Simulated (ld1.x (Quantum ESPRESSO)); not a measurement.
Configuration tests for N (Z = 7) (TM)

ld1.x (Quantum ESPRESSO) 7.5 input, shortened:

```
&input
   title='N', zed=7., rel=1, dft='PBESOL', iswitch=3,
   config='[He] 2s2 2p2.5'
 /
 &inputp
   pseudotype=2, tm=.true., lloc=-1, rcloc=0.85,
   nlcc=.true., new_core_ps=.true.
 /
2
2S  1  0   2.00   0.00  0.75  0.75  0.0
2P  2  1   2.50   0.00  1.15  1.15  0.0
 &test
   configts(1)='2s2 2p2.5'
 /
```

Energies are relative to the spin-unpolarised reference configuration 2s2 2p2.5; without spin polarisation the order of configurations can differ from experiment.

(1) Give the all-electron excitation energy and the error of the potential for: 2s2 2p3; 2s2 2p2; 2s2 2p1; 2s1 2p3; 2s1 2p4; 2s2 2p0; 2s0 2p5.

Levels in the configuration 2s1 2p4:

| level | all-electron (eV) | pseudo (eV) |
| --- | --- | --- |
| 2s | -18.909 | -18.897 |
| 2p | -7.461 | -7.464 |

Answers

(1)

| valence configuration | charge | ΔE all-electron (eV) | error AE − PS (meV) |
| --- | --- | --- | --- |
| 2s2 2p3 | 0 | -5.063 | +0.7 |
| 2s2 2p2 | +1 | 8.458 | +1.1 |
| 2s2 2p1 | +2 | 37.195 | +30 |
| 2s1 2p3 | +1 | 20.173 | +4.4 |
| 2s1 2p4 | 0 | 6.372 | +8.9 |
| 2s2 2p0 | +3 | 84.080 | +176 |
| 2s0 2p5 | 0 | 17.833 | +30 |
